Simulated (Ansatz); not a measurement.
Geometry optimisation, RKS PBE-D4/def2-SVP (Ansatz 0.2.0).

Input:

```yaml
crystal:
  periodic: [false, false, false]
  atoms:
    - { symbol: Si, position_ang: [0.108512, -0.151118, 0.190363] }
    - { symbol: H, position_ang: [0.504634, -0.265254, 1.590597] }
    - { symbol: O, position_ang: [1.696786, -0.197904, -0.326602] }
    - { symbol: H, position_ang: [2.29368, 0.057286, 0.399517] }
    - { symbol: O, position_ang: [-0.710955, 1.297833, -0.032188] }
    - { symbol: H, position_ang: [-1.188231, 1.367192, -0.880137] }
    - { symbol: Si, position_ang: [-1.114089, -1.950246, -0.72665] }
    - { symbol: H, position_ang: [-2.030382, -2.519371, 0.327842] }
    - { symbol: H, position_ang: [-1.969642, -1.482792, -1.879744] }
    - { symbol: H, position_ang: [-0.195013, -3.036626, -1.221498] }
basis:
  gaussian: { orbitals: def2-SVP }
hamiltonian:
  xc: pbe
  dispersion: d4
relax:
  f_tol: 0.03
  max_steps: 50
```

Launched with:

```bash
$ ansatz run input.yaml --threads 2 --pin off --max-ram 3072MiB --backend cpu --events-out ev --progress --plain --runs-dir out
```

Where does it end, and by what steps?

The run converged. After 12 steps the energy has fallen by 0.310 eV; H4 moved furthest, 0.70 Å.

| step | energy less start (eV) | largest force component (eV/Å) | accepted |
| --- | --- | --- | --- |
| 0 | 0.0000 | 1.221 | yes |
| 1 | -0.2218 | 0.265 | yes |
| 2 | -0.2523 | 0.219 | yes |
| 3 | -0.2671 | 0.448 | yes |
| 4 | -0.2752 | 0.587 | yes |
| 5 | -0.2958 | 0.121 | yes |
| 6 | -0.3005 | 0.066 | yes |
| 7 | -0.3042 | 0.107 | yes |
| 8 | -0.3067 | 0.106 | yes |
| 9 | -0.3086 | 0.105 | yes |
| 10 | -0.3100 | 0.047 | yes |
| 11 | -0.3102 | 0.033 | yes |
| 12 | -0.3103 | 0.016 | yes |

```xyz
10
Properties=species:S:1:pos:R:3
Si 0.140 -0.244 0.308
H 0.405 -0.450 1.773
O 1.573 -0.175 -0.575
H 2.252 0.416 -0.202
O -0.732 1.197 0.280
H -1.091 1.432 -0.594
Si -1.073 -1.982 -0.711
H -2.365 -2.209 0.029
H -1.412 -1.592 -2.127
H -0.302 -3.275 -0.740
```

Time of the run: 20 s on 2 threads of Arm Neoverse V1, on a shared host, peak memory 0.13 GiB.
